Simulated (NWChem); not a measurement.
CH₅BClNO; SMILES O(B(Cl)N)C

```xyz
10

B      0.1857    -0.0939     0.0000
Cl    -0.3858    -1.7806     0.0000
O     -0.7692     0.8693     0.0000
C     -0.4357     2.2280     0.0000
H      0.1463     2.5092    -0.8967
H     -1.3645     2.8159     0.0000
H      0.1463     2.5092     0.8967
N      1.5664     0.1530     0.0000
H      2.2401    -0.5990     0.0000
H      1.9722     1.0782     0.0000
```
Atoms are numbered in this order, from 1.

Level: PBE0/def2-SVP (NWChem), optimised geometry, unscaled harmonic frequencies. 

```json
[
 {"frequency (cm⁻¹)": "125", "IR intensity (km/mol)": "0.0"},
 {"frequency (cm⁻¹)": "132", "IR intensity (km/mol)": "2.9"},
 {"frequency (cm⁻¹)": "220", "IR intensity (km/mol)": "0.7"},
 {"frequency (cm⁻¹)": "312", "IR intensity (km/mol)": "0.7"},
 {"frequency (cm⁻¹)": "400", "IR intensity (km/mol)": "156.5"},
 {"frequency (cm⁻¹)": "407", "IR intensity (km/mol)": "6.2"},
 {"frequency (cm⁻¹)": "526", "IR intensity (km/mol)": "24.6"},
 {"frequency (cm⁻¹)": "591", "IR intensity (km/mol)": "21.6"},
 {"frequency (cm⁻¹)": "677", "IR intensity (km/mol)": "32.4"},
 {"frequency (cm⁻¹)": "872", "IR intensity (km/mol)": "4.3"},
 {"frequency (cm⁻¹)": "1109", "IR intensity (km/mol)": "4.8"},
 {"frequency (cm⁻¹)": "1177", "IR intensity (km/mol)": "0.5"},
 {"frequency (cm⁻¹)": "1200", "IR intensity (km/mol)": "32.2"},
 {"frequency (cm⁻¹)": "1269", "IR intensity (km/mol)": "408.2"},
 {"frequency (cm⁻¹)": "1412", "IR intensity (km/mol)": "246.5"},
 {"frequency (cm⁻¹)": "1476", "IR intensity (km/mol)": "13.7"},
 {"frequency (cm⁻¹)": "1477", "IR intensity (km/mol)": "7.1"},
 {"frequency (cm⁻¹)": "1506", "IR intensity (km/mol)": "86.9"},
 {"frequency (cm⁻¹)": "1597", "IR intensity (km/mol)": "276.2"},
 {"frequency (cm⁻¹)": "3017", "IR intensity (km/mol)": "50.7"},
 {"frequency (cm⁻¹)": "3096", "IR intensity (km/mol)": "36.9"},
 {"frequency (cm⁻¹)": "3157", "IR intensity (km/mol)": "18.4"},
 {"frequency (cm⁻¹)": "3653", "IR intensity (km/mol)": "47.9"},
 {"frequency (cm⁻¹)": "3763", "IR intensity (km/mol)": "48.1"}
]
```

```yaml
zero_point_energy: 47.4 kcal/mol
thermal correction to the enthalpy at 298.15 K (with zero-point energy): 52.0 kcal/mol
heat capacity Cv: 21.1 cal/(mol K)
entropy at 298.15 K and 1 atm (symmetry number 1): 79.0 cal/(mol K)
dipole_moment: 3.86 D
```

Rigid rotor and harmonic oscillator.
